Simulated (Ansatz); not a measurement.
Start from `N[SiH](F)F` and change one atom or group to get `N[Si](F)(F)Cl`.

Ansatz, PBE0-D4/def2-TZVP geometries, multiplicity 1. Each molecule was computed in one conformer, which needn't be the lowest.

```csv
property,`N[SiH](F)F`
HOMO–LUMO gap (PBE/def2-TZVPP) / eV,6.74
LUMO energy (PBE0/def2-TZVPP) / eV,0.74
size of the dipole moment (PBE/def2-TZVPP) / D,2.49
LUMO energy (B3LYP/def2-TZVPP) / eV,0.37
LUMO energy (ωB97M-V/def2-TZVPP) / eV,2.15
HOMO–LUMO gap (B3LYP/def2-TZVPP) / eV,8.48
```

Give the same properties after the change, and the shifts. (Estimate.)

The calculation gave: 
| property | `N[Si](F)(F)Cl` | shift |
| --- | --- | --- |
| HOMO–LUMO gap (PBE/def2-TZVPP) / eV | 6.54 | -0.20 |
| LUMO energy (PBE0/def2-TZVPP) / eV | 0.46 | -0.28 |
| size of the dipole moment (PBE/def2-TZVPP) / D | 2.70 | 0.21 |
| LUMO energy (B3LYP/def2-TZVPP) / eV | 0.09 | -0.28 |
| LUMO energy (ωB97M-V/def2-TZVPP) / eV | 1.95 | -0.20 |
| HOMO–LUMO gap (B3LYP/def2-TZVPP) / eV | 8.32 | -0.16 |

With PBE0 the HOMO falls by 0.12 eV and the LUMO falls by 0.28 eV, so the gap narrows by about 0.16 eV. PBE moves the HOMO by -0.13 eV and ωB97M-V by -0.05 eV. Dipoles are sizes alone; their direction can turn.

B3LYP here is the variant with VWN-RPA as its local correlation; programs differ in this.
